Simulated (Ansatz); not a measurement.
BBrH₄Si (`B[SiH2]Br`). Total charge 0; spin multiplicity 1. The structure was optimised at the PBE0-D4/def2-TZVP level.

```xyz
7

B    -0.590   -0.456    1.000
Si    0.258    0.361   -0.621
Br    2.228   -0.544   -1.150
H    -0.102   -1.351    1.619
H    -1.645   -0.020    1.361
H     0.485    1.815   -0.408
H    -0.634    0.196   -1.801
```

Q: What is the dipole moment at B3LYP/def2-TZVPP? (An estimate is asked.)

A: The calculation gave: 1.65 D, with components (-1.43, 0.35, 0.74) D in this frame, pointing from negative to positive charge.

Q: And with PBE, r2SCAN, ωB97M-V? (Best estimate.)

A: The calculation gave: PBE 1.53 D, r2SCAN 1.63 D, ωB97M-V 1.68 D.

Q: Give the Mulliken charges with B3LYP, r2SCAN, PBE in def2-TZVPP. (An estimate is asked.)

A: Computed: 
```csv
atom,B3LYP,r2SCAN,PBE
B1,-0.04,-0.01,-0.01
Si2,0.26,0.32,0.21
Br3,-0.24,-0.24,-0.21
H4,0.07,0.03,0.05
H5,0.06,0.02,0.04
H6,-0.05,-0.06,-0.04
H7,-0.05,-0.06,-0.04
```

B3LYP here is the variant with VWN-RPA as its local correlation; programs differ in this.
